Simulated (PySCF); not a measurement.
Molecule: `C=CC#CC#CC#N`, C7H3N.

Bonds (- single, = double, # triple, : aromatic): C1=C2 1.343 Å, C2-C3 1.414 Å, C3#C4 1.225 Å, C4-C5 1.357 Å, C5#C6 1.225 Å, C6-C7 1.368 Å, C7#N8 1.165 Å. C1 carries H9, H10; C2 carries H11. H10 is cis to C3; H9 is trans to C3.

Spin–spin couplings on one PBE0-D3(BJ)/def2-SVP geometry, PySCF, gas phase, non-relativistic, equivalent pairs averaged (spin–dipole term only in couplings to heteroatoms); isotopes ¹³C, ¹H; basis pcJ-1.

Question: How do the couplings (Hz) change with the functional? Times are CPU seconds on 1 thread of an x86-64 server CPU, shared host.

Answer: 
```tsv
functional	functions	¹J(C5,C6)	¹J(C3,C4)	¹J(C4,C5)	¹J(C6,C7)	¹J(C1,H9)	¹J(C2,H11)	¹J(C1,H10)	core-s
LDA	246	210.1	189.0	152.5	146.4	135.2	134.8	133.9	15
PBE	246	225.6	202.6	169.0	159.6	159.9	160.5	158.9	22
KT2	246	213.2	188.3	158.4	145.0	171.5	173.7	169.8	23
B3LYP	246	243.6	218.9	185.2	179.6	175.1	175.8	174.0	29
PBE0	246	240.8	216.4	182.9	175.3	166.7	168.4	165.5	31
B97-2	246	236.1	212.4	179.4	171.8	160.2	159.7	159.0	29
``` Left out for a near triplet instability: HF/pcJ-1, BHandHLYP/pcJ-1.
